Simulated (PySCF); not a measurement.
Input for PySCF:
```python
from pyscf import gto, scf, dft
from pyscf.geomopt import geometric_solver
from pyscf.hessian import thermo

mol = gto.Mole()
mol.atom = '''
    F    -0.000000   -0.000000   -0.701582
    F     0.000000    0.000000    0.701582
'''
mol.basis = '6-31g*'
mol.charge = 0
mol.spin = 0
mol.verbose = 3
mol.build()

def method(m):
    mf = dft.RKS(m)
    mf.xc = 'pbe0'
    return mf

conv, mol_eq = geometric_solver.kernel(method(mol), maxsteps=100, convergence_set='GAU_TIGHT')
print('optimisation converged:', conv)
print(mol_eq.tostring(format='xyz'))
mf = method(mol_eq)
mf.kernel()
hess = mf.Hessian().kernel()
freq = thermo.harmonic_analysis(mf.mol, hess)
print('frequencies / cm-1', freq['freq_wavenumber'].round(1))
th = thermo.thermo(mf, freq['freq_au'], 298.15, 101325)
thermo.dump_thermo(mf.mol, th)
```

Give the total energy at the end of the optimisation at the level PBE0/6-31G*, optimisation and frequencies (PySCF).

-199.3085 Eh

Estimate the HOMO energy that PBE0/6-31G*, optimisation and frequencies returns for this input.

-11.04 eV

Predict the Mulliken (on the basis functions themselves) charges in atom order from PBE0/6-31G*, optimisation and frequencies.

F1 0.00, F2 0.00

Estimate the HOMO-LUMO gap that PBE0/6-31G*, optimisation and frequencies returns for this input.

8.24 eV
